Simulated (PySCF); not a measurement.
An unknown shows these calculated signals:

$^{1}$H NMR (500 MHz, computed): δ 6.05 (m, 1H), 6.03 (m, 1H), 3.89 (s, 3H), 2.47 (m, 1H), 2.41 (m, 1H), 2.22 (m, 1H), 2.20 (m, 1H), 2.16 (m, 1H), 1.78 (m, 1H), 1.73 (m, 1H).

$^{13}$C{$^{1}$H} NMR (computed): δ 182.6 (C), 134.4 (CH), 133.6 (CH), 53.1 (CH3), 46.0 (CH), 32.9 (CH2), 29.4 (CH2), 29.2 (CH2).

All values are calculated (PySCF): shieldings: GIAO PBE0/pcSseg-1, geometry: GFN2-xTB. Rapidly exchanging positions averaged, a single conformation, no solvent model, no relativistic terms.

Referencing at the same level of theory: $^{1}$H (σref 31.72) and $^{13}$C (σref 186.93) vs TMS.

Question: Which of these does the molecule contain: an NH or NH2 group, a heteroaromatic ring, a non-aromatic C=C double bond, an ester, a ketone, a methoxy group?

Answer: 
- An NH or NH2 group: no.
- A heteroaromatic ring: no.
- A non-aromatic C=C double bond: yes.
- An ester: yes (δC 182.6).
- A ketone: no.
- A methoxy group: yes (δC 53.1; δH 3.89 (s)).

The data belong to `COC(=O)[C@@H]1CC=CCC1`, C8H12O2; they needn't prove each group on their own.

Carbon signals by region: 1 in the far downfield region (above 160 ppm), 2 in the sp2 and nitrile region (100–160 ppm), 1 at 50–100 ppm, 4 below 50 ppm. Above 160 ppm: 182.6, ester carbonyl carbon.

Shifts are as computed. Against solution values, carbons near 30 ppm lie about +3 ppm off and those near 130 ppm about +5 ppm. Of 1211 compounds with measured shifts, 218 miss one by over three times the rms of a fit or turn the order of signals round; such compounds aren't used in these exercises. No couplings were computed; multiplicities are counted from neighbouring protons, with m where these are inequivalent, close in shift, in a saturated or five-membered ring or joined by F or P, and br s for small geminal =CH2 splittings.
